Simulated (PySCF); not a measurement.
A series of related molecules.

All values: CAM-B3LYP/def2-SVPD (PySCF) at PBE0-D3(BJ)/def2-SVP geometries, gas phase, one conformer each. Core orbitals are frozen in the response; Δα² is half the sum of the squared differences of the principal polarisabilities. Atoms past krypton carry effective core potentials.

Question: Rank by mean static polarisability, lowest first.
A. `C[Si](C)(C)[Sn]([Cl])([Cl])[Si](C)(C)C` (SnCl2(SiMe3)2)
B. `CCC[CH2][Sn]([Cl])([Cl])[CH2]CCC` (SnCl2(nBu)2)
C. `CC(C)[NH][Sn]([Cl])([Cl])[NH]C(C)C` (SnCl2(NHiPr)2)
D. `CC(C)[O][Sn]([Cl])([Cl])[O]C(C)C` (SnCl2(OiPr)2)
E. `C[Si](C)(C)[O][Sn]([Cl])([Cl])[O][Si](C)(C)C` (SnCl2(OSiMe3)2)
F. `[Cl][Sn]([Cl])([N]1CCCC1)[N]1CCCC1` (SnCl2(pyrrolidide)2)

Answer: D (21.85 Å³), C (22.84 Å³), B (24.89 Å³), F (25.37 Å³), E (28.04 Å³), A (30.12 Å³).

Question: Rank by polarisability anisotropy Δα, highest first.
A. SnCl2(nBu)2, `[CH2](CCC)[Sn]([CH2]CCC)([Cl])[Cl]`
B. SnCl2(SiMe3)2, `[Si](C)(C)(C)[Sn]([Si](C)(C)C)([Cl])[Cl]`
C. SnCl2(OSiMe3)2, `[Cl][Sn]([Cl])([O][Si](C)(C)C)[O][Si](C)(C)C`

Answer: A (8.78 Å³), B (7.62 Å³), C (5.06 Å³).

All values together:

| SMILES | formula | μ (D) | HOMO (eV) | LUMO (eV) | α (Å³) | Δα (Å³) | electrons | α per electron (Å³) |
| --- | --- | --- | --- | --- | --- | --- | --- | --- |
| CCC[CH2][Sn]([Cl])([Cl])[CH2]CCC | C8H18Cl2Sn | 3.96 | -9.17 | -0.05 | 24.89 | 8.78 | 150 | 0.166 |
| C[Si](C)(C)[O][Sn]([Cl])([Cl])[O][Si](C)(C)C | C6H18Cl2O2Si2Sn | 0.29 | -9.67 | -1.52 | 28.04 | 5.06 | 182 | 0.154 |
| [Cl][Sn]([Cl])([N]1CCCC1)[N]1CCCC1 | C8H16Cl2N2Sn | 2.75 | -8.11 | -0.77 | 25.37 | 4.93 | 162 | 0.157 |
| CC(C)[O][Sn]([Cl])([Cl])[O]C(C)C | C6H14Cl2O2Sn | 0.19 | -9.80 | -1.54 | 21.85 | 5.09 | 150 | 0.146 |
| CC(C)[NH][Sn]([Cl])([Cl])[NH]C(C)C | C6H16Cl2N2Sn | 3.04 | -8.57 | -0.76 | 22.84 | 5.09 | 150 | 0.152 |
| C[Si](C)(C)[Sn]([Cl])([Cl])[Si](C)(C)C | C6H18Cl2Si2Sn | 4.99 | -8.06 | -0.15 | 30.12 | 7.62 | 166 | 0.181 |

Conformers: `CCC[CH2][Sn]([Cl])([Cl])[CH2]CCC`; `C[Si](C)(C)[O][Sn]([Cl])([Cl])[O][Si](C)(C)C`; `[Cl][Sn]([Cl])([N]1CCCC1)[N]1CCCC1`; `CC(C)[O][Sn]([Cl])([Cl])[O]C(C)C`; `CC(C)[NH][Sn]([Cl])([Cl])[NH]C(C)C`.

Question: How closely does the mean polarisability follow the number of electrons in this set?

Answer: The correlation coefficient is 0.76; α per electron runs from 0.146 to 0.181 Å³.
